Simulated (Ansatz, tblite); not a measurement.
**A ladder of methods for C2H8GaN (SMILES [CH3][Ga]([CH3])[NH2])**

C2H8GaN: 12 atoms, total charge 0, spin state singlet. SMILES: `[CH3][Ga]([CH3])[NH2]`. The coordinates come from a PBE0-D4/def2-TZVP relaxation.

Each level gives the vertical ionisation energy (to the doublet cation) (eV). The values are calculated.

```csv
level,kind,program,value (eV),CPU time (all runs)
IPEA1-xTB,semi-empirical,tblite,13.69,under 2 s
GFN2-xTB,semi-empirical,tblite,13.10,under 2 s
HF/cc-pVDZ,Hartree–Fock,Ansatz,7.63,23 s
SVWN5/cc-pVDZ,LDA,Ansatz,8.97,28 s
BLYP/cc-pVDZ,GGA,Ansatz,8.61,51 s
revPBE/cc-pVDZ,GGA,Ansatz,8.71,51 s
r2SCAN/cc-pVDZ,meta-GGA,Ansatz,8.90,2.4 min
B3LYP/cc-pVDZ,global hybrid,Ansatz,9.03,68 s
MP2/cc-pVDZ,perturbation theory,Ansatz,9.04,26 s
CCSD/cc-pVDZ,coupled cluster or CI,Ansatz,8.85,4.6 min
```

All-electron rows without a relativistic Hamiltonian named are non-relativistic. The values span 7.63 to 13.69 eV. The xTB values lack the empirical shift that such differences need. In the correlated wave-function rows the outer d shell of Ga is correlated, in sets not made for it. Times are those of the runs behind each value, whatever else they computed, on shared processors of several kinds: orders of magnitude only.
